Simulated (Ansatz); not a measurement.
# GeTe (SMILES [Ge][Te]): methods side by side

GeTe: 2 atoms, total charge 0, spin state singlet. SMILES: `[Ge][Te]`. The bond length is the measured one.

```jsonl
{"atom": "Ge", "x (Å)": "0.0000", "y (Å)": "0.0000", "z (Å)": "0.0000"}
{"atom": "Te", "x (Å)": "0.0000", "y (Å)": "0.0000", "z (Å)": "2.3402"}
```

Each level gives the energy change with the Ge1–Te2 bond stretched from 2.340 to 4.680 Å (eV). The values are calculated.

```
                        level                    kind  program  value (eV)  less FCI/STO-3G  CPU time (all runs)
       HF/STO-3G (restricted)            Hartree–Fock   Ansatz        7.64            +2.29                2.4 s
    SVWN5/STO-3G (restricted)                     LDA   Ansatz        8.32            +2.97                 23 s
    BHLYP/STO-3G (restricted)           global hybrid   Ansatz        8.60            +3.25                4.5 s
CAM-B3LYP/STO-3G (restricted)  range-separated hybrid   Ansatz        8.87            +3.52                 14 s
    wB97X/STO-3G (restricted)  range-separated hybrid   Ansatz        8.88            +3.53                 47 s
   B2PLYP/STO-3G (restricted)           double hybrid   Ansatz        8.79            +3.44                 11 s
      MP2/STO-3G (restricted)     perturbation theory   Ansatz        8.75            +3.40                6.6 s
                   FCI/STO-3G      exact in the basis   Ansatz        5.35             0.00                 19 s
```

FCI/STO-3G is exact within its basis and frozen core, so for wave-function methods in that basis the difference is their error; functionals converge differently with the basis, so for them it is only a difference. A spin-restricted reference rises too steeply as a bond breaks; here HF/STO-3G, SVWN5/STO-3G, BHLYP/STO-3G, CAM-B3LYP/STO-3G, wB97X/STO-3G, B2PLYP/STO-3G, MP2/STO-3G lie well above the multireference or unrestricted value. All-electron rows without a relativistic Hamiltonian named are non-relativistic. The first shape isn't each level's own minimum. The values span 5.35 to 8.88 eV. All rows use very small basis sets, so none should be taken for the real molecule's value. In the correlated wave-function rows the outer d shell of Ge, Te is correlated, in sets not made for it. In so small a basis fixed costs decide the times, and correlated methods can beat functionals. CPU times are rough (shared hosts, several kinds of processor and program).
